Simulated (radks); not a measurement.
Sm47+, configuration [Ne] 3s2 3p3. All-electron calculation, scalar-relativistic Kohn-Sham, PBE, spin-polarised, spherical densities, finite nucleus; open shells are filled with parallel spins first (spin-orbit coupling, left out, can overturn this in heavy ions); Fermi nuclear charge, rms radius 5.0819 fm. Program: a radial shooting solver on a logarithmic mesh with Libxc functionals. Some entries of the table are withheld. Estimate them.

orbital  occ.  eigenvalue (hartree)  <r> (bohr)
1s up       1             -1832.161     0.02274
1s down     1             -1831.836     0.02273
2s up       1             -392.2267     0.09581
2s down     1             -391.9872     0.09576
2p up       3             -363.0655     0.08421
2p down     3             -362.7247     0.08419
3s up       1             -155.4821      0.2321
3s down     1             -154.3925      0.2324
3p up       3             -146.5604         (1)
3p down     0             -145.4728         (2)
3d up       0             -137.1588         (3)
3d down     0             -136.2627         (4)
4s up       0             -82.11735      0.4333
4s down     0             -81.71929      0.4344

Answer. 
(1) 3p up <r> (bohr): 0.2259
(2) 3p down <r> (bohr): 0.2262
(3) 3d up <r> (bohr): 0.1992
(4) 3d down <r> (bohr): 0.1989
